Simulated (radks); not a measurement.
The numbers below are computed, except where a source is named.
Question: The mean radii <r> (bohr) of the occupied orbitals of an atom or ion are listed with their occupations. Code: a radial shooting solver on a logarithmic mesh with Libxc functionals. Model: Dirac Kohn-Sham, LDA (Slater exchange, Perdew-Wang correlation), spin-unpolarised, spherical densities, finite nucleus; Fermi nuclear charge, rms radius of each element as measured or else 0.836 A^(1/3) + 0.57 fm.

orbital  occ.      <r>
1s1/2       2  0.01868
2s1/2       2  0.07840
2p1/2       2  0.06489
2p3/2       4  0.07273
3s1/2       2   0.2045
3p1/2       2   0.1944
3p3/2       4   0.2090
3d3/2       4   0.1830
3d5/2       6   0.1875
4s1/2       2   0.4590
4p1/2       2   0.4645
4p3/2       4   0.4979
4d3/2       4   0.5167
4d5/2       6   0.5282
5s1/2       2    1.101
5p1/2       2    1.221
5p3/2       4    1.330
4f5/2       6   0.6342
4f7/2       8   0.6452
6s1/2       2    3.298
5d3/2       3    2.209

Name the element and its charge. Open shells, if any, fill j = l - 1/2 first.

Answer: Z = 73, tantalum, charge 0: Ta in [Xe] 4f14 5d3 6s2. The 1s radius gives Z: for a bare nucleus <r> = (2 gamma + 1)/(2Z) with gamma = sqrt(1 - (Z/c)^2), 0.01844 bohr for Z = 73, and screening makes it slightly larger (0.01868 here). The occupations add up to 73, and the charge is Z minus that.
